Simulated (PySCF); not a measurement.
Input file for PySCF: R-MP2/6-31G* on H6OSi (a complex), monomers drawn apart or pushed together.

```python
from pyscf import gto, scf, dft, mp
from pyscf.data.elements import chemcore

mol = gto.M(
    atom='''
    O     0.46462237    0.31230193    0.34750096
    H     0.07303512   -0.46952391   -0.05624283
    H    -0.11752488    1.04178970    0.10951450
    Si   -0.14047130   -0.06526912    3.07535719
    H    -0.52896214   -1.28012997    2.32480748
    H    -0.50273771   -0.27010756    4.50067254
    H    -0.89551406    1.10507658    2.57476419
    H     1.31398301    0.16831074    2.98148611
    ''',
    basis='6-31g*',
    cart=True,
    charge=0, spin=0, verbose=3, max_memory=1800)
mf = scf.RHF(mol)
mf.conv_tol = 1e-8
mf.max_cycle = 100
mf.kernel()
if not mf.converged:
    mf = mf.newton().run(mf.mo_coeff, mf.mo_occ)
pt = mp.MP2(mf, frozen=chemcore(mol)).run()
```

**Question.** What total energy does the run end on?

**Answer.** -367.5071 hartree.
